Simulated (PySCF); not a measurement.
## Polarisability and C₆ of Sr (strontium, neutral)

[Kr] 5s2, closed-shell 1S. All numbers are calculated (PySCF 2.14, scalar relativity by spin-free X2C-1e, in aug-cc-pwCVTZ-X2C (10s9p7d3f, 93 functions)). Coupled (time-dependent) response in atomic units; α is the mean over directions.

```tsv
method	mean α (bohr³)	C₆ (like pair)	S(−4)
LC-wPBE	223.8	3842	23060
```

S(−4) is the Cauchy moment in α(ω) = α(0) + S(−4) ω² + …

Reference α: 197.2 ± 0.2 bohr³ (recommended; Schwerdtfeger and Nagle, table of static dipole polarizabilities (2023 update)). Published C₆: 3175 (Chu and Dalgarno (2004); Tang, Norbeck and Certain (1976)).

α(iu) at LC-wPBE:

```json
{"u (hartree)": "0", "α(iu) (bohr³)": "223.8"}
{"u (hartree)": "0.0500", "α(iu) (bohr³)": "178.2"}
{"u (hartree)": "0.100", "α(iu) (bohr³)": "111.9"}
{"u (hartree)": "0.200", "α(iu) (bohr³)": "47.65"}
{"u (hartree)": "0.300", "α(iu) (bohr³)": "26.41"}
{"u (hartree)": "0.500", "α(iu) (bohr³)": "12.89"}
{"u (hartree)": "0.750", "α(iu) (bohr³)": "7.616"}
{"u (hartree)": "1.00", "α(iu) (bohr³)": "5.248"}
{"u (hartree)": "1.50", "α(iu) (bohr³)": "2.984"}
{"u (hartree)": "2.00", "α(iu) (bohr³)": "1.920"}
{"u (hartree)": "3.00", "α(iu) (bohr³)": "0.9785"}
{"u (hartree)": "5.00", "α(iu) (bohr³)": "0.3965"}
```

A single London oscillator, α(iu) = α/(1 + u²/ω²), gives C₆ = (3/4) ω α². Matching the computed C₆ needs ω = 4 × 3842 / (3 × 223.8²) = 0.102 hartree.
